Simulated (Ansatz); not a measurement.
Hg₁₀Te₉F₂, 21 atoms. Hardware: 4 threads of AMD EPYC 7R13 on a shared host and a share (37 GiB) of an NVIDIA H100 80GB HBM3.

In the def2 sets Hg, Te take a core potential; there is no spin–orbit coupling. Correlated methods freeze 38 core orbitals; core or outer-core shells of Hg, Te are correlated, in sets that lack core-valence functions. Single mean-field runs in def2-SVP, def2-TZVP are fitted with def2-universal-jkfit.

(1) How many basis functions does each of these Ansatz runs have, and roughly what does it cost? r2SCAN-D4/def2-TZVP, charge 0 singlet, energy, from earlier orbitals; MP2/def2-SVP, charge 0 singlet, energy, from earlier orbitals; PBE0-D4/def2-SVP, charge 0 singlet, energy, from earlier orbitals; r2SCANh-D4/def2-TZVP, charge 0 singlet, energy, from earlier orbitals; PBE-D4/def2-TZVP, charge 0 singlet, energy and forces, from earlier orbitals; PBE-D4/def2-SVP, charge 0 singlet, relaxation, 48 steps; PBE-D4/def2-SVP, charge 0 singlet, energy, from earlier orbitals; PBE0-D4/def2-TZVP, charge 0 singlet, energy, from earlier orbitals.

Results:

(1) Other jobs shared the machine, so times can vary by a factor of up to 3.

```tsv
run	functions	fitting or Cholesky vectors	wall time	peak host memory (GiB)
PBE-D4/def2-SVP, charge 0 singlet, energy, from earlier orbitals	582	4586	6 s	1.3
PBE0-D4/def2-SVP, charge 0 singlet, energy, from earlier orbitals	582	4586	8 s	1.3
r2SCAN-D4/def2-TZVP, charge 0 singlet, energy, from earlier orbitals	942	4586	8 s	1.4
PBE-D4/def2-TZVP, charge 0 singlet, energy and forces, from earlier orbitals	942	4586	9.5 s	1.5
r2SCANh-D4/def2-TZVP, charge 0 singlet, energy, from earlier orbitals	942	4586	13 s	1.4
PBE0-D4/def2-TZVP, charge 0 singlet, energy, from earlier orbitals	942	4586	15 s	1.3
MP2/def2-SVP, charge 0 singlet, energy, from earlier orbitals	582	6509	18 s	1.6
PBE-D4/def2-SVP, charge 0 singlet, relaxation, 48 steps	582	4586	4 min	1.4
```
